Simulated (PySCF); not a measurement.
Species: C3H9NOSi2.
Z-matrix (Å and degrees, PBE0-D3(BJ)/def2-SVP geometry), rows numbered from 1:
```
O 
C   1  1.2108
N   2  1.3598  1  122.96
Si  3  1.7796  2  119.36  1    -0.23
C   4  1.8959  3  105.79  2  -166.08
Si  5  1.9094  4   86.67  3    95.63
C   4  1.8874  3  111.04  2   -68.59
H   2  1.1169  1  122.51  3  -179.79
H   3  1.0141  2  117.73  1  -179.99
H   4  1.4905  3  109.93  2    64.84
H   5  1.1035  4  110.92  3  -153.79
H   5  1.0996  4  119.85  3   -26.86
H   6  1.4958  5  115.97  4   136.27
H   6  1.4954  5  111.89  4   -98.19
H   7  1.1037  4  111.03  3   158.08
H   7  1.0982  4  117.55  3    32.40
```

Computed at PBE0/pcSseg-1 (PySCF, non-relativistic), with Q(17O) = −0.0256 b, Q(14N) = 0.02044 b: O1, 17O (I = 5/2): χzz = 9.561 MHz, η = 0.115; N3, 14N (I = 1): χzz = -3.275 MHz, η = 0.511.

Q: Find the zero-field quadrupole resonance frequencies of 17O at O1.

A: From the eigenvalues of H = χ/[4I(2I − 1)] × [3Iz² − I(I + 1) + η(Ix² − Iy²)], steps between neighbouring levels, labelled as for η = 0: ±1/2↔±3/2 1.455 MHz, ±3/2↔±5/2 2.861 MHz (amide oxygen).

Q: Find the zero-field quadrupole resonance frequencies of 14N at N3.

A: From ν± = (3/4)|χ|(1 ± η/3) and ν0 = |χ|η/2: ν+ 2.875 MHz, ν− 2.038 MHz, ν0 0.837 MHz (amide nitrogen).

In a crystal, neighbours and librations shift these lines. Geometry: PBE0-D3(BJ)/def2-SVP, one conformer, isolated molecule. A larger basis could move these couplings by a tenth or more.
